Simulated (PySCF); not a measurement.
Pt+: ionisation energy

Pt+ [Xe] 4f14 5d9 (2D) → Pt(2+) [Xe] 4f14 5d8 (3F), as a difference of total energies. Computed with PySCF 2.14 in ANO-RCC-VTZP, with the spin-free X2C one-electron Hamiltonian (Gaussian nucleus). Correlated levels: valence: [Xe] 4f14 frozen; valence and next inner shell: [Kr] 4d10 4f14 frozen. The calculations carry no spin-orbit coupling.

```
                                method  ionisation energy (eV)
                                   UHF                  16.916
                                   LDA                  19.680
                                   PBE                  19.186
                                  PBE0                  18.883
                         MP2 (valence)                  18.693
                     SCS-MP2 (valence)                  18.575
    MP2 (valence and next inner shell)                  18.867
SCS-MP2 (valence and next inner shell)                  18.643
```

Question: How much does correlation contribute at MP2 (valence and next inner shell)?

Answer: 18.867 − (16.916) = 1.951 eV, measured against UHF.

A first-order spin-orbit estimate (lowest level to lowest level, LS coupling) adds -0.347 eV.

Errors of the correlated levels include the incompleteness of this basis and the frozen core.

For comparison: 18.56 ± 0.12 eV (measured; NIST Atomic Spectra Database, ionization energies).
